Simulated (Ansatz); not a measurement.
Ge₂S₄⁻, relaxed as a doublet with UKS PBE-D4/def2-SVPD in Ansatz, starting from the GFN2-xTB geometry. Force threshold 0.02 eV/Å.

The relaxation made no stability test and no search for a lower SCF solution. Another isomer (doublet) lies 0.73 eV lower at PBE0-D4/def2-TZVPD; other spin states weren't run for this one.

Start:

```xyz
6

Ge    0.571   -0.647   -1.227
Ge   -1.913    1.295    0.981
S    -0.809    1.432   -0.876
S     2.524   -0.269   -1.961
S     0.698   -1.194    1.116
S    -1.072   -0.617    1.967
```

```csv
step,energy (eV),largest force component (eV/Å),SCF passes
1,-156321.8835,0.794,22
2,-156321.9343,0.254,24
3,-156321.9458,0.106,23
4,-156321.9488,0.115,23
5 (rejected),-156321.9485,0.280,22
6,-156321.9522,0.023,23
7,-156321.9538,0.065,22
8,-156321.9552,0.086,23
9,-156321.9559,0.057,22
10,-156321.9563,0.022,23
11,-156321.9564,0.006,25
```

Force components are those of the run's own axes.

End:

```xyz
6

Ge    0.555   -0.556   -1.140
Ge   -2.030    1.187    0.912
S    -0.677    1.517   -0.806
S     2.475   -0.383   -2.064
S     0.781   -1.123    1.147
S    -1.105   -0.642    1.951
```

By distances, no bond broke or formed. The bond that changes most is Ge1–S3, from 2.52 to 2.43 Å (atoms count from 1).

No frequencies were taken in this run, so the end may be a saddle point.

It took 39 s on 4 threads of Arm Neoverse V2 on a shared host.
